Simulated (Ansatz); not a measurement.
`SC[SiH2]S` + `O[SiH](F)F` → `O[SiH](F)[SiH2]S` + `FCS`  (formal exchange of groups at the Si–C bond)

Gas-phase electronic energies from Ansatz, PBE0-D4/def2-TZVP geometries. CBS: MP2 limit from def2 TZ/QZ plus the TZ coupled-cluster correction, frozen cores. Functionals use def2-TZVPP. B3LYP here is the variant with VWN-RPA as its local correlation; programs differ in this. Each species was taken in one conformer, which may not be the lowest.

| level | ΔE (kJ/mol) |
| --- | --- |
| PBE | 219.3 |
| B3LYP | 239.9 |
| CCSD/def2-TZVPP | 260.9 |
| HF/CBS(def2) | 266.8 |

(1) What does CCSD(T)/CBS give? (Best estimate.)

Largest T1 diagnostic among the species: 0.013.

Results:

(1) Ansatz gave: +261.7 kJ/mol. The listed levels differ from it by -42.4, -21.8, -0.8, 5.1 kJ/mol.

From PBE to PBE0 (25 % exact exchange), in def2-TZVPP and without D4, ΔE moves by +15.1 kJ/mol.
